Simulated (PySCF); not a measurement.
From a computed spectrum to the compound

A species of 7 atoms with charge -1 has these harmonic modes (BP86, small Gaussian bases with core potentials, PySCF 2.14.0):

```tsv
cm⁻¹	km/mol	symmetry
52	0.0	t2u
52	0.0	t2u
52	0.0	t2u
103	3.2	t1u
103	3.2	t1u
103	3.2	t1u
104	0.0	t2g
104	0.0	t2g
104	0.0	t2g
171	0.0	eg
171	0.0	eg
214	0.0	a1g
219	93.3	t1u
219	93.3	t1u
219	93.3	t1u
```

Which species is it, and in which structure?

[TaBr6]− (singlet):
```xyz
7

Ta    0.0000    0.0000    0.0000
Br    0.0000    0.0000    2.5609
Br    0.0000    0.0000   -2.5609
Br    2.5609    0.0000    0.0000
Br    0.0000    2.5609    0.0000
Br   -2.5609    0.0000    0.0000
Br    0.0000   -2.5609    0.0000
```
Ideal gas at 298.15 K and 1 bar: S = 505.0 J/(mol K), Cp = 153.0 J/(mol K), H − H(0 K) = 36.7 kJ/mol (rigid rotor, harmonic modes, spin degeneracy alone; the modes under 60 cm⁻¹ make these uncertain). 
 Other answers can fit too; this one was computed.
